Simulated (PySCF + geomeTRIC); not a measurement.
Species: [Sc(F)3] (charge 0, multiplicity 1).

Give a relaxed geometry from BP86-D3(BJ)/def2-SVP (PySCF + geomeTRIC).

the end point of this relaxation.
Cartesian coordinates (Å) in one orientation:
```xyz
4

Sc     0.048    -0.047     0.020
F      1.740     0.648     0.133
F     -0.199    -1.845    -0.233
F     -1.408     1.049     0.205
```
